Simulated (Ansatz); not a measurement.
Input file for Ansatz (a first-principles code): U-CCSD(T)/6-31G on HNaO (SMILES [OH][Na]), a point of a bond scan (R = 0.763 Å).

Ansatz 0.2 input:
```yaml
crystal:
  periodic: [false, false, false]
  atoms:
    - {symbol: Na, position_ang: [-0.00000000, -0.00000000, -0.91728888]}
    - {symbol: O, position_ang: [0.00000000, 0.00000000, 1.01510457]}
    - {symbol: H, position_ang: [0.00000000, 0.00000000, 1.77849384]}
basis:
  gaussian:
    orbitals: 6-31G
correlation: {method: ccsd_t, electrons: outside_noble_gas}
scf: {omitted_lower_state_checks: [cluster_reference]}
magnetization: {spin_polarized: true, initial_magnetization: 0}
```

**Question.** Predict the final total energy.

**Answer.** -237.3328 hartree (reference determinant -237.2027, T1 diagnostic 0.027).
